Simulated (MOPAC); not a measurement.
MOPAC input (AM1):

```
AM1 1SCF UHF MS=0.5 GEO-OK AUX(PRECISION=9) THREADS=1
InO2

In    0.00000000 1    0.00000000 1    0.00000000 1
O    -0.00000000 1   -0.00000000 1   -1.87774800 1
O     0.00000000 1    0.00000000 1    1.87774800 1
```

From the output:

```
                                                       MOPAC v23.2.5 Linux

          FINAL HEAT OF FORMATION =        156.69227 KCAL/MOL =     655.60046 KJ/MOL

          COSMO AREA              =         86.74 SQUARE ANGSTROMS
          COSMO VOLUME            =         69.40 CUBIC ANGSTROMS

          IONIZATION POTENTIAL    =          9.737704 EV
          ALPHA SOMO LUMO (EV)    =        -12.753 -3.062
          BETA  SOMO LUMO (EV)    =         -9.738 -2.633
          NO. OF ALPHA ELECTRONS  =          8
          NO. OF BETA  ELECTRONS  =          7
          MOLECULAR WEIGHT        =        146.8188         POINT GROUP:  D*h

          MOLECULAR DIMENSIONS (Angstroms)

            Atom       Atom       Distance
            O     3    O     2     3.75550
            O     3    O     2     0.00000
           In     1    O     2     0.00000

          SCF CALCULATIONS        =          1

   ATOM   CHEMICAL          X               Y               Z
  NUMBER   SYMBOL      (ANGSTROMS)     (ANGSTROMS)     (ANGSTROMS)

     1      In          0.00000000  *   0.00000000  *   0.00000000  *
     2       O         -0.00000000  *  -0.00000000  *  -1.87774800  *
     3       O          0.00000000  *   0.00000000  *   1.87774800  *

                             CARTESIAN COORDINATES

   1   In        0.000000000     0.000000000     0.000000000
   2    O       -0.000000000    -0.000000000    -1.877748000
   3    O        0.000000000     0.000000000     1.877748000

           Empirical Formula: O2 In  =     3 atoms

      MOLECULAR POINT GROUP   :   D*h

          ALPHA EIGENVALUES
 -35.62659 -34.96037 -15.91565 -15.02623 -14.16008 -14.04887 -12.98523 -12.75269
  -3.06221  -1.01606  -0.85809   0.92380

           BETA EIGENVALUES
 -32.71046 -32.06105 -15.60019 -13.44113 -12.16418 -11.66132  -9.73770  -2.63298
  -2.51166  -1.19410   0.60983   1.19054

              NET ATOMIC CHARGES AND DIPOLE CONTRIBUTIONS

  ATOM NO.   TYPE          CHARGE      No. of ELECS.   s-Pop       p-Pop
    1         In           0.524990        2.4750     1.16160     1.31341
    2          O          -0.262495        6.2625     1.93207     4.33043
    3          O          -0.262495        6.2625     1.93207     4.33043
 DIPOLE           X         Y         Z       TOTAL
 POINT-CHG.     0.000     0.000    -0.000     0.000
 HYBRID         0.000     0.000     0.000     0.000
 SUM            0.000     0.000    -0.000     0.000

          ATOMIC ORBITAL ELECTRON POPULATIONS

     Atom    s        px        py        pz
    1 In   1.16160   0.26282   0.59546   0.45513
    2  O   1.93207   1.86859   1.20227   1.25957
    3  O   1.93207   1.86859   1.20227   1.25957

                    (SZ)    =    0.500000
                    (S**2)  =    1.005825

          ATOMIC ORBITAL SPIN POPULATIONS

    Atom   Total    s     px     py     pz
         Atomic
    1 In -0.6343 -0.108 -0.035 -0.430 -0.061
    2  O  0.8172  0.004  0.018  0.715  0.080
    3  O  0.8172  0.004  0.018  0.715  0.080

 **********************
 *                    *
 * JOB ENDED NORMALLY *
 *                    *
 **********************

 == MOPAC DONE ==
```

The geometry given is a B3LYP-D3(BJ)/def2-TZVP minimum.

The determinant is spin-contaminated: <S^2> is 1.01 against 0.75 for a pure state.
